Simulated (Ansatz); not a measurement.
Program: Ansatz. Geometries: PBE0-D4/def2-TZVP. ΔE: electronic, gas phase. CCSD(T)/CBS adds triple-zeta CCSD(T) − MP2 to the extrapolated MP2 energy (def2 sets, frozen cores). This one scheme is used for every species, atoms too. DFT in def2-TZVPP. No spin–orbit coupling; open shells (•) take unrestricted orbitals. Spin–orbit coupling would lower the free atoms: a little for Al, C, F. Each species was taken in one conformer, which may not be the lowest.

Consider the atomization: `[CH3][AlH][AlH][F]` → 2 Al• + C• + F• + 5 H•.

CCSD(T)/CBS gives +694.4 kcal/mol.

Question: Another level gave +699.6 kcal/mol. Which?
A. ωB97X-V/def2-TZVPP
B. r2SCAN0/def2-TZVPP
C. B97M-V/def2-TZVPP
D. HF/def2-TZVPP

Answer: C. B97M-V 699.6, r2SCAN0 683.3, ωB97X-V 694.3, HF/def2-TZVPP 528.2 kcal/mol.

Largest T1 diagnostic among the species: 0.018.

In def2-TZVPP, CCSD(T) changes the Hartree–Fock value by +148.7 kcal/mol (the triples alone add +7.3 kcal/mol) and MP2 by +155.6 kcal/mol; breaking electron pairs costs correlation energy, which Hartree–Fock lacks. Leaving LDA and LC-ωPBE aside and taking each functional with its dispersion term where it has one, the values, not all of them listed here, spread over 24.4 kcal/mol, from BHLYP-D4 to B97M-V. LDA lies +79.8 kcal/mol from PBE without D4, its usual overbinding.

For atomizations the MP2-based limit and the directly extrapolated one differ by several kJ/mol either way, and by 10 to 25 for some Ge, Se and Sn compounds, so smaller differences from it don't rank the levels.
